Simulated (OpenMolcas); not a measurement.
# Rh3+: moving or changing the point charges

Rh3+ among 8 point charges of -1.2 e arranged as a cube (Oh), 1.97 Å from the ion.

- Program: OpenMolcas 26.06
- Method: SS-CASPT2, IPEA 0.25 Eh, imaginary shift 0.1 Eh (closed shells correlated: 4s 4p)
- Basis: ANO-RCC-VDZP [6s5p3d1f]
- Scalar Hamiltonian: DKH2, point nucleus
- Active space: 6 electrons in 5 orbitals (4d)
- State averaging: 2S+1 = 5 even, 5 roots; 2S+1 = 3 even, 45 roots; 2S+1 = 1 even, 50 roots
- Spin-orbit coupling: state interaction with AMFI integrals over the reference wave functions

Runs around this geometry, states (labels of O, the rotations of Oh). Energies in cm-1 above the lowest state or level, χT in cm3 K/mol.

```
R (Å)  q (e)  Ground state  First state of that spin  First gap with spin-orbit (degeneracies)  χT at 300 K  First state of another spin
 1.97   -0.6            5E                  5T2 3060                                120 (1, 3)        4.472                    3T1 17500
 1.78   -1.2            5E                  5T2 9900                                 99 (1, 3)        3.459                    3T1 12670
 1.97   -1.2            5E                  5T2 6300                                110 (1, 3)        3.777                    3T1 15470
 2.15   -1.2            5E                  5T2 4240                                120 (1, 3)        4.138                    3T1 16880
```

Taking the first state of the same spin as R^-n, n = -ln(4240 / 9900) / ln(2.15 / 1.78) = 4.5 between the shortest and longest distance.

Scaling the charges by -0.6 / -1.2 = 0.50 scales the first state of the same spin by 3060 / 6300 = 0.49; with fixed orbitals a first-order splitting would follow the charge.

Roots that are degenerate in the reference are averaged as groups; the widest CASPT2 spread within a group is 290 cm-1 (the 3-fold group of multiplicity 3 near 28100 cm-1 above the lowest state of its run, R = 1.78, q = -1.2). Shifts and gaps below about the spread of the groups concerned are not significant. An orbital doublet at a regular site is open to a Jahn-Teller distortion, which this geometry leaves out. Point charges give a weaker field than real ligands, and real ions of this kind are as a rule low spin; the high spin found here belongs to the model. Free-ion shares, where given, are those of the reference states; single-state CASPT2 does not remix them. The ground term spreads over less than 5000 cm-1, several times less than with real ligands, so orbital moments are less quenched and χT lies further from the spin-only value than at real sites (holds for R = 1.97, q = -0.6; R = 2.15, q = -1.2). Point charges carry no covalency, so the field is a model and not that of real ligands. No measured value stands beside these numbers.
